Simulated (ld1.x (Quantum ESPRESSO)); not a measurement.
What the settings do to the TM semilocal potential of Er (Z = 68)

Base potential:

* Element: Er (Z = 68)
* Generator: ld1.x (Quantum ESPRESSO) 7.5
* Type: norm-conserving Troullier–Martins (semilocal form)
* Functional: PBE
* Relativity: scalar-relativistic
* Frozen core: [Kr] 4d10
* Valence charge: 22
* Reference configuration: 4f11 5s2 5p6 5d1 6s2 6p0
* Partial waves: 5s (bound): rc 1.35 bohr; 5p (bound): rc 1.30 bohr; 4f (bound): rc 0.90 bohr; 5d (bound): rc 2.20 bohr
* Local potential: the d channel
* Core correction: a·sin(br)/r model core, default radius (core density twice the valence density)

Occupied shells without a wave of their own: 6s. They enter only through the test configuration that unscreens the potential, and ld1.x also counts them in the model core charge.

All-electron outer shells of the reference configuration (PBE, scalar-relativistic, ld1.x):

| shell | level (eV) | outermost node (bohr) | outermost maximum (bohr) |
| --- | --- | --- | --- |
| 4p | -322.05 | 0.27 | 0.49 |
| 4d | -172.63 | 0.25 | 0.51 |
| 5s | -56.02 | 0.60 | 1.10 |
| 5p | -29.76 | 0.65 | 1.26 |
| 4f | -9.48 | – | 0.51 |
| 6s | -4.41 | 1.49 | 3.22 |
| 5d | -2.09 | 0.73 | 1.88 |
| 6p | -1.33 | 1.81 | 4.40 |

Cutoffs, loose and tight: the cutoffs (Ry, on a coarse ladder) from which the occupation-weighted sum of valence levels, in a spherical-Bessel basis at the reference potential, stays within 10 and 1 mRy of its value at 400 Ry. They do not see the model core or the augmentation charge, which bear on the density cutoff. Test errors are all-electron minus pseudo excitation energies from the reference, over the configurations 4f12 5s2 5p6 5d0 6s2 6p0; 4f12 5s2 5p6 5d0 6s1 6p0; 4f12 5s2 5p6 5d0 6s0 6p0; 4f11 5s2 5p6 5d1 6s1 6p0; 4f12 5s2 5p6 5d0.5 6s1.5 6p0; 4f12 5s2 5p6 5d0 6s0 6p1; 4f13 5s2 5p6 5d0 6s0 6p0. A dash means not determined; rows that change the core or the reference have their own tests. The largest error is taken over the tests solved by every variant that gives reliable tests at all: 4f11 5s2 5p6 5d1 6s1 6p0; 4f12 5s2 5p6 5d0 6s0 6p0; 4f12 5s2 5p6 5d0 6s1 6p0; 4f12 5s2 5p6 5d0 6s2 6p0; 4f12 5s2 5p6 5d0.5 6s1.5 6p0.

With those shells counted twice in exchange and correlation these files are broken, and their errors move erratically; no question is asked of them.

Cutoffs are not given where the Bessel-basis levels miss the radial ones by over 6 mRy, ghosts where they miss by over 20 mRy; a channel whose overlap is not positive is not tested.

A semilocal file is local in each channel, so a ghost entry of none says nothing of the separable form that plane-wave codes build from it.

| change | outcome | bound ghosts | largest test error (meV) |
| --- | --- | --- | --- |
| base | generated | not determined | -1062 |
| wave 5p (bound): rc 1.30 bohr becomes 5p (bound): rc 0.82 bohr | generated | not determined | -773 |
| wave 5p (bound): rc 1.30 bohr becomes 5p (bound): rc 0.96 bohr | generated | not determined | -950 |
| wave 5p (bound): rc 1.30 bohr becomes 5p (bound): rc 1.14 bohr | generated | not determined | -1050 |
| wave 5p (bound): rc 1.30 bohr becomes 5p (bound): rc 1.36 bohr | generated | not determined | -1063 |
| wave 5p (bound): rc 1.30 bohr becomes 5p (bound): rc 1.50 bohr | generated | not determined | -1057 |
| wave 5p (bound): rc 1.30 bohr becomes 5p (bound): rc 1.60 bohr | generated | not determined | -1047 |
| wave 5p (bound): rc 1.30 bohr becomes 5p (bound): rc 1.80 bohr | generated | not determined | -1029 |
| wave 5p (bound): rc 1.30 bohr becomes 5p (bound): rc 1.94 bohr | generated | not determined | -1013 |
